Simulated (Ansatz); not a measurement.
`[AlH2][CH2][GaH2]`, relaxed with RKS PBE0-D4/def2-TZVP in Ansatz 0.2.0 from a GFN2-xTB geometry. The force threshold is 0.005 eV/Å; the program also tests the step.

The species carries charge 0 and has multiplicity 1.

Start:

```xyz
9

Al   -0.287   -1.389   -0.788
C     0.356    0.480   -0.750
Ga   -0.007    1.010    1.181
H     0.581   -2.615   -1.153
H    -1.703   -1.715   -0.213
H    -0.127    1.213   -1.417
H     1.445    0.544   -0.922
H     0.704    0.287    2.403
H    -0.961    2.184    1.657
```

(1) How much energy does the relaxation release, and in how many steps? (An estimate is asked.)

(2) Which bonds change most? (Estimate.)

(3) Give the relaxed structure. (Estimate.)

Results:

(1) Computed: 18.59 kJ/mol, in 15 steps, 1 of them rejected.

(2) The calculation gave: C2–Ga3 from 2.035 to 1.957 Å; Al1–H4 from 1.545 to 1.589 Å; Al1–C2 from 1.977 to 1.939 Å; Al1–H5 from 1.563 to 1.589 Å.

(3) Computed: 
```xyz
9

Al   -0.399   -1.393   -0.842
C     0.283    0.398   -0.550
Ga    0.177    1.081    1.280
H     0.565   -2.647   -0.688
H    -1.929   -1.612   -1.208
H    -0.293    1.081   -1.184
H     1.340    0.405   -0.838
H     1.367    0.835    2.277
H    -1.109    1.851    1.754
```
